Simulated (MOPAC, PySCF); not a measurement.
CH5ClSi, SMILES `[SiH2](C)Cl`, neutral singlet in the gas phase. 

Cartesian coordinates (Å):
```xyz
8

C     -1.0047     0.0668    -0.0883
Si     0.8274    -0.1951     0.0643
Cl     1.7732     1.6267     0.2612
H     -1.2360     0.6765    -0.9640
H     -1.5131    -0.8956    -0.1931
H     -1.3979     0.5702     0.7972
H      1.3862    -0.8521    -1.1424
H      1.1649    -0.9975     1.2652
```
Charge 0, spin multiplicity 1.

All levels are single points at this geometry (PBE0-D4/def2-TZVP); Pople sets use spherical d functions. Orbital energies aren't observables, and empty levels follow the basis.

```
level                       HOMO (eV)  LUMO (eV)  gap (eV)  dipole (D)  vertical IE, Delta-SCF (eV)
--------------------------  ---------  ---------  --------  ----------  ---------------------------
PBE0-D4/def2-TZVP in PySCF      -8.75       0.47      9.21        1.87                        10.95
B3LYP/3-21G in PySCF            -8.40       0.26      8.67        2.82                            –
B3LYP/6-31G* in PySCF           -8.36       0.37      8.73        2.24                        11.03
M06-2X/6-31G* in PySCF          -9.90       1.33     11.22        2.33                            –
SVWN5/6-31G* in PySCF           -7.31      -0.54      6.77        2.27                            –
HF/STO-3G in PySCF              -9.93       9.71     19.65        3.05                            –
PM3 in MOPAC                   -10.06      -0.08      9.98        2.56                            –
PM6 in MOPAC                   -10.73      -0.33     10.39        1.94                            –
PM7 in MOPAC                   -11.27      -0.28     10.99        2.74                            –
```
